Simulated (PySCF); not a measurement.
## Electron affinity of I by level of theory

I⁻ [Xe] (1S) → I [Kr] 4d10 5s2 5p5 (2P), as a difference of total energies. All numbers are calculated (PySCF 2.14, a scalar-relativistic core potential, in aug-cc-pVQZ-PP with one added diffuse shell each of s, p, d, f, g type with ECP28MDF (8s8p6d4f3g, 117 functions)). Correlated levels: valence: 4s2 4p6 4d10 frozen. The calculations carry no spin-orbit coupling.

```json
{"method": "UHF", "electron affinity (eV)": "2.295"}
{"method": "LDA", "electron affinity (eV)": "3.507"}
{"method": "PBE", "electron affinity (eV)": "3.248"}
{"method": "PBE0", "electron affinity (eV)": "3.237"}
{"method": "r2SCAN", "electron affinity (eV)": "3.258"}
{"method": "wB97X-V", "electron affinity (eV)": "3.234"}
{"method": "B3LYP", "electron affinity (eV)": "3.306"}
{"method": "revPBE", "electron affinity (eV)": "3.175"}
{"method": "MP2 (valence)", "electron affinity (eV)": "3.292"}
{"method": "SCS-MP2 (valence)", "electron affinity (eV)": "3.239"}
```

Task: How much does correlation contribute at MP2 (valence)?

Result: 3.292 − (2.295) = 0.997 eV, measured against UHF.

The reference lies between the lowest fine-structure levels, while these numbers refer to the centres of the terms.

Errors of the correlated levels include the incompleteness of this basis and the frozen core.

For comparison: 3.059 eV (measured; photodetachment measurements, as compiled on the Wikipedia data page of electron affinities).
